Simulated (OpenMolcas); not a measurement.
**Ionisation energies of nitrogen**

```yaml
Program: OpenMolcas 26.06
Basis: ANO-L-VTZP [4s3p2d1f]
Scalar_Hamiltonian: non-relativistic, point nucleus
Spin-orbit_coupling: RASSI with atomic mean-field integrals over the reference wave functions, term energies averaged over their components
```

Active shells in each charge state: the valence s, p shells, with orbitals averaged over the low states. Where CASPT2's correlated closed shells are named, they are those of the first ion.

A. CASSCF
B. SS-CASPT2, IPEA 0.25 Eh, imaginary shift 0.1 Eh (closed shells correlated: 1s)
C. SS-CASPT2, IPEA 0.25 Eh, imaginary shift 0.1 Eh (closed shells correlated: none)
D. SS-CASPT2, IPEA 0 Eh, imaginary shift 0.1 Eh (closed shells correlated: 1s)

Energies in eV between the lowest computed levels, named as in B; reference values from the NIST Atomic Spectra Database with their kind.

| From | To | A | B | C | D | Spin-orbit share in B | Reference |
| --- | --- | --- | --- | --- | --- | --- | --- |
| N+ 2s² 2p² ³P₀ | N2+ 2s² 2p ²P°_1/2 | 28.428 | 29.310 | 29.293 | 29.381 | -0.003 | 29.601 (semi-empirical) |
| N2+ 2s² 2p ²P°_1/2 | N3+ 2s² ¹S₀ | 46.205 | 47.018 | 47.001 | 47.080 | +0.014 | 47.445 (semi-empirical) |
| N3+ 2s² ¹S₀ | N4+ 2s ²S_1/2 | 77.276 | 77.305 | 77.322 | 77.305 | +0.000 | 77.474 (measured) |
| N4+ 2s ²S_1/2 | N5+ 1s² ¹S₀ | 97.700 | 97.712 | 97.700 | 97.712 | +0.000 | 97.890 (measured) |

Steps that some method lacks are left out, and so are those with a state whose active s or d shell is doubly occupied in every root (s and p with five to eight electrons, d10) over a frozen core shell of the same l, since the two then mix freely.

Error against the reference values, in %:

```json
{"From": "N+", "Reference": "semi-empirical", "A": "-4.0", "B": "-1.0", "C": "-1.0", "D": "-0.7"}
{"From": "N2+", "Reference": "semi-empirical", "A": "-2.6", "B": "-0.9", "C": "-0.9", "D": "-0.8"}
{"From": "N3+", "Reference": "measured", "A": "-0.3", "B": "-0.2", "C": "-0.2", "D": "-0.2"}
{"From": "N4+", "Reference": "measured", "A": "-0.2", "B": "-0.2", "C": "-0.2", "D": "-0.2"}
```

Mean absolute error over the 2 measured values: A 0.19 eV, B 0.17 eV, C 0.17 eV, D 0.17 eV.

° marks odd parity.
